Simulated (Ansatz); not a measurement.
Ansatz (an electronic-structure program) job for C2H4O3, SMILES COC(=O)O, PBE/def2-SVPD. Geometry: B3LYP-D3(BJ)/def2-SVP. Other conformers were not sampled.

Ansatz 0.2 input:
```yaml
crystal:
  periodic: [false, false, false]
  atoms:
    - {symbol: C, position_ang: [0.03558204, -1.83162293, 0.00000000]}
    - {symbol: O, position_ang: [0.70356851, -0.57156055, -0.00000000]}
    - {symbol: C, position_ang: [-0.09024115, 0.49796578, -0.00000000]}
    - {symbol: O, position_ang: [-1.29570326, 0.48647292, -0.00000000]}
    - {symbol: O, position_ang: [0.67186774, 1.60011034, 0.00000000]}
    - {symbol: H, position_ang: [0.82519593, -2.59262610, 0.00000000]}
    - {symbol: H, position_ang: [-0.59765625, -1.93891959, -0.89356203]}
    - {symbol: H, position_ang: [-0.59765625, -1.93891958, 0.89356203]}
    - {symbol: H, position_ang: [0.06020736, 2.35222646, -0.00000000]}
basis:
  gaussian:
    orbitals: def2-SVPD
hamiltonian:
  xc: {name: PBE}
```

It prints:

```
WARN ansatz: RAYON_NUM_THREADS=1 ignored (pool sized by the plan → 1); use --threads N
Functional definition: PBE
integrals: 0.06 GiB planned
1149 factors; their error is unknown
mean field: 0.48 GiB planned
mean field evaluation 1: about -8256.6679 eV, gradient 7.3e1 eV
mean field evaluation 2: about -8232.6240 eV, gradient 1.3e2 eV
mean field evaluation 4: about -8266.1489 eV, gradient 1.1e1 eV
mean field evaluation 8: about -8266.3658 eV, gradient 1.1e-1 eV
mean field evaluation 16: about -8266.2992 eV, gradient 4.3e-4 eV
mean field -8266.29924020 eV, -303.7808939784 hartree, gradient 4.8e-5 eV, S^2 0.000000; 0 other end points of the search recorded, 0 dependent functions left out
reference -8266.29928373 eV, -303.7808955782 hartree; 20, 20 occupied and 121, 121 virtual orbitals, 1149 factors
Total energy: -8266.29928373 eV, -303.7808955782 hartree
```

The calculation finished and met its thresholds.

Cost: about 2.7 core-seconds (a rough figure).
